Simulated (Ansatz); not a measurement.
`C=C1[SiH2]C1Cl` → `C#C[SiH](C)Cl`  (isomerisation)

Program: Ansatz. Geometries: PBE0-D4/def2-TZVP. ΔE: electronic, gas phase. CCSD(T)/CBS is the MP2 limit (def2-TZVPP, def2-QZVPP) plus CCSD(T) − MP2 in def2-TZVPP, frozen cores. Functionals use def2-TZVPP. B3LYP here is the variant with VWN-RPA as its local correlation; programs differ in this.

```json
{"level": "PBE-D4", "ΔE (kJ/mol)": "-216.3", "difference from CCSD(T)/CBS": "44.8"}
{"level": "r2SCAN-D4", "ΔE (kJ/mol)": "-240.4", "difference from CCSD(T)/CBS": "20.7"}
{"level": "ωB97X-V", "ΔE (kJ/mol)": "-243.9", "difference from CCSD(T)/CBS": "17.2"}
{"level": "ωB97M-V", "ΔE (kJ/mol)": "-252.7", "difference from CCSD(T)/CBS": "8.4"}
{"level": "B2PLYP", "ΔE (kJ/mol)": "-261.1", "difference from CCSD(T)/CBS": "0.0"}
{"level": "r2SCAN", "ΔE (kJ/mol)": "-240.6", "difference from CCSD(T)/CBS": "20.5"}
{"level": "PBE0", "ΔE (kJ/mol)": "-228.8", "difference from CCSD(T)/CBS": "32.3"}
{"level": "B3LYP", "ΔE (kJ/mol)": "-249.9", "difference from CCSD(T)/CBS": "11.2"}
{"level": "MP2/def2-TZVPP", "ΔE (kJ/mol)": "-269.3", "difference from CCSD(T)/CBS": "-8.2"}
{"level": "SCS-MP2/def2-TZVPP", "ΔE (kJ/mol)": "-271.3", "difference from CCSD(T)/CBS": "-10.2"}
{"level": "CCSD/def2-TZVPP", "ΔE (kJ/mol)": "-264.7", "difference from CCSD(T)/CBS": "-3.6"}
{"level": "CCSD(T)/def2-TZVPP", "ΔE (kJ/mol)": "-259.1", "difference from CCSD(T)/CBS": "2.0"}
{"level": "HF/def2-QZVPP", "ΔE (kJ/mol)": "-292.6", "difference from CCSD(T)/CBS": "-31.5"}
{"level": "MP2/def2-QZVPP", "ΔE (kJ/mol)": "-270.4", "difference from CCSD(T)/CBS": "-9.3"}
{"level": "SCS-MP2/def2-QZVPP", "ΔE (kJ/mol)": "-273.0", "difference from CCSD(T)/CBS": "-11.9"}
{"level": "CCSD/CBS(def2)", "ΔE (kJ/mol)": "-266.7", "difference from CCSD(T)/CBS": "-5.6"}
{"level": "CCSD(T)/CBS", "ΔE (kJ/mol)": "-261.1", "difference from CCSD(T)/CBS": "0"}
```

Largest T1 diagnostic among the species: 0.012.

In def2-TZVPP, CCSD(T) changes the Hartree–Fock value by +33.6 kJ/mol (the triples alone add +5.6 kJ/mol) and MP2 by +23.4 kJ/mol. From PBE to PBE0 (25 % exact exchange), in def2-TZVPP and without D4, ΔE moves by −10.9 kJ/mol.
